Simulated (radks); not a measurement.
Initial-state core-level shifts of the ytterbium ion Yb3+ when its valence configuration changes from [Xe] 4f13. Calculated with a radial shooting solver on a logarithmic mesh with Libxc functionals: scalar-relativistic Kohn-Sham, r2SCAN, spin-polarised, spherical densities, finite nucleus; open shells are filled with parallel spins first (spin-orbit coupling, left out, can overturn this in heavy ions); meta-GGA in the generalised Kohn-Sham scheme; Fermi nuclear charge, rms radius 5.3108 fm. Shifts are changes of the shell-averaged eigenvalues in eV (positive: less bound); the change of the density at the nucleus, which sets a Mossbauer isomer shift, is in e/bohr^3, on a base of 1.085e+06.

valence,1s,2p,3d,4s,density at nucleus
4f12 6s1,-11.503,-12.146,-13.049,-12.608,+146.4
4f12 6p1,-12.857,-13.486,-14.384,-13.945,+57.5
4f11 6s1 6p1,-25.384,-26.775,-28.738,-27.562,+220.1
4f11 6s2,-24.315,-25.714,-27.676,-26.498,+321.1
4f12 6s0.5 6p0.5,-12.185,-12.821,-13.723,-13.282,+99.9
4f12.5 6p0.5,-6.310,-6.609,-7.038,-6.852,+27.7
4f12.5 6s0.5,-5.628,-5.934,-6.367,-6.179,+69.4
4f11 5d1 6s0.5 6p0.5,-21.157,-22.403,-24.448,-23.321,+157.3
4f12 5d1,-8.124,-8.637,-9.611,-9.190,+45.8
